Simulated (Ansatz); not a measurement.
Program: Ansatz. Geometries: PBE0-D4/def2-TZVP. ΔE: electronic, gas phase. CCSD(T)/CBS is the MP2 limit (def2-TZVPP, def2-QZVPP) plus CCSD(T) − MP2 in def2-TZVPP, frozen cores. This one scheme is used for every species, atoms too. Functionals use def2-TZVPP. B3LYP here is the variant with VWN-RPA as its local correlation; programs differ in this. Open shells (•) are unrestricted, without spin–orbit coupling. Spin–orbit coupling would lower the free atoms: a little for C, O; clearly for Ge; strongly for Sn. def2 core potentials past Kr. For Ge, Sn outer-core shells are correlated without core-valence functions, so the limit isn't a true one: a few kJ/mol of doubt a bond, and 10 to 20 or more in all where bonds break to atoms. Scalar relativity is left out up to krypton.

`[SnH3][CH]1[O][GeH2]1` → C• + Ge• + 6 H• + O• + Sn•  (atomization)

| level | ΔE (kJ/mol) | difference from CCSD(T)/CBS |
| --- | --- | --- |
| PBE-D4 | 2905.5 | 5.7 |
| r2SCAN-D4 | 2879.4 | -20.4 |
| PBE0-D4 | 2842.7 | -57.1 |
| B3LYP-D4 | 2844.5 | -55.3 |
| ωB97X-V | 2895.1 | -4.7 |
| ωB97M-V | 2858.4 | -41.4 |
| r2SCAN | 2874.2 | -25.6 |
| PBE0 | 2823.8 | -76.0 |
| B3LYP | 2808.4 | -91.4 |
| HF/def2-TZVPP | 1906.9 | -992.9 |
| MP2/def2-TZVPP | 2827.4 | -72.4 |
| CCSD(T)/def2-TZVPP | 2823.0 | -76.8 |
| HF/def2-QZVPP | 1911.3 | -988.5 |
| MP2/def2-QZVPP | 2873.0 | -26.8 |
| MP2/CBS(def2) | 2904.2 | 4.4 |
| CCSD/CBS(def2) | 2841.1 | -58.7 |
| CCSD(T)/CBS | 2899.8 | 0 |

Largest T1 diagnostic among the species: 0.015.

From PBE to PBE0 (25 % exact exchange), in def2-TZVPP and without D4, ΔE moves by −59.5 kJ/mol: exact exchange takes away binding that semilocal exchange gives to molecules. The D4 term adds +36.1 kJ/mol with B3LYP and +18.9 kJ/mol with PBE0; it sums over pairs of atoms, weighted by their polarisabilities, and B3LYP, whose exchange is more repulsive, gets the larger term. In def2-TZVPP, CCSD(T) changes the Hartree–Fock value by +916.1 kJ/mol (the triples alone add +58.7 kJ/mol) and MP2 by +920.6 kJ/mol; breaking electron pairs costs correlation energy, which Hartree–Fock lacks.

For atomizations the MP2-based limit and the directly extrapolated one differ by several kJ/mol either way, and by 10 to 25 for some Ge, Se and Sn compounds, so smaller differences from it don't rank the levels.
